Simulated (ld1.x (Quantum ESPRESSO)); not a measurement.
# Which change was made? (Te, TM)

```json
{
  "Element": "tellurium",
  "Generator": "ld1.x (Quantum ESPRESSO) 7.5",
  "Type": "norm-conserving Troullier–Martins (Kleinman–Bylander form)",
  "Functional": "PBEsol",
  "Relativity": "scalar-relativistic",
  "Frozen core": "[Kr] 4d10",
  "Valence charge": "6",
  "Reference configuration": "5s2 5p3 (charge +1)",
  "Partial waves": "5s (bound): rc 1.55 bohr; 5p (bound): rc 1.80 bohr; 5d channel at 0.2 Ry: rc 1.45 bohr",
  "Local potential": "the d channel",
  "Core correction": "Bessel-smoothed model core inside 0.70 bohr"
}
```

Cutoffs, loose and tight: the cutoffs (Ry, on a coarse ladder) from which the occupation-weighted sum of valence levels, in a spherical-Bessel basis at the reference potential, stays within 10 and 1 mRy of its value at 400 Ry. They do not see the model core or the augmentation charge, which bear on the density cutoff. Test errors are all-electron minus pseudo excitation energies from the reference, over the configurations 5s2 5p4; 5s2 5p2; 5s2 5p1; 5s1 5p4; 5s1 5p5; 5s0 5p6; 5s2 5p0; variants that change the core or the reference have their own tests. The largest error is taken over the tests solved by every variant that gives reliable tests at all, those not shown here included: 5s1 5p4; 5s1 5p5; 5s2 5p0; 5s2 5p1; 5s2 5p2; 5s2 5p4.

The base gives: outcome: generated; cutoff, loose: 50 Ry; cutoff, tight: 90 Ry; bound ghosts: s, p; largest test error (meV): -199.

(1) After one change the result is: outcome: generated; cutoff, loose: 50 Ry; cutoff, tight: 90 Ry; bound ghosts: s, p; largest test error (meV): -273. Which change was it?
A. wave 5p (bound): rc 1.80 bohr becomes 5p (bound): rc 1.22 bohr
B. wave 5p (bound): rc 1.80 bohr becomes 5p (bound): rc 2.72 bohr
C. wave 5p (bound): rc 1.80 bohr becomes 5p (bound): rc 1.40 bohr

Answers

(1) B. The others give: wave 5p (bound): rc 1.80 bohr becomes 5p (bound): rc 1.22 bohr → outcome: generated; cutoff, loose: over 300 Ry; cutoff, tight: over 300 Ry; bound ghosts: s; largest test error (meV): -610 | wave 5p (bound): rc 1.80 bohr becomes 5p (bound): rc 1.40 bohr → outcome: generated; cutoff, loose: 140 Ry; cutoff, tight: 180 Ry; bound ghosts: s, p; largest test error (meV): -319.
